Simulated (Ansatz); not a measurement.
The input (input.yaml):

```yaml
crystal:
  periodic: [false, false, false]
  atoms:
    - { symbol: B, position_ang: [0.054223, -0.256727, -0.096962] }
    - { symbol: O, position_ang: [-0.079791, -0.614604, 1.242046] }
    - { symbol: H, position_ang: [-1.011235, -0.661223, 1.494207] }
    - { symbol: "N", position_ang: [1.289847, -0.410179, -0.740407] }
    - { symbol: H, position_ang: [2.125834, -0.637629, -0.217531] }
    - { symbol: H, position_ang: [1.463566, -0.022567, -1.658342] }
    - { symbol: F, position_ang: [-1.046308, 0.086126, -0.789531] }
    - { symbol: "N", position_ang: [0.155666, 2.304905, 0.911386] }
    - { symbol: H, position_ang: [0.875019, 2.971814, 1.198267] }
    - { symbol: H, position_ang: [-0.737599, 2.791864, 1.008364] }
    - { symbol: H, position_ang: [0.152278, 1.551619, 1.625504] }
basis:
  gaussian: { orbitals: def2-SVP }
hamiltonian:
  xc: b3lyp
relax:
  f_tol: 0.03
  max_steps: 50
output:
  orbitals: {}
```

Launched with:

```bash
$ ansatz run input.yaml --threads 2 --pin off --max-ram 3072MiB --backend cpu --events-out ev --progress --plain --runs-dir out
```

Hardware: 2 threads of Arm Neoverse V1, on a shared host.

Problem. Roughly how long does this run take, and how much memory?

Solution. 38 s, with a peak of 0.2 GiB, for 16 ionic steps.
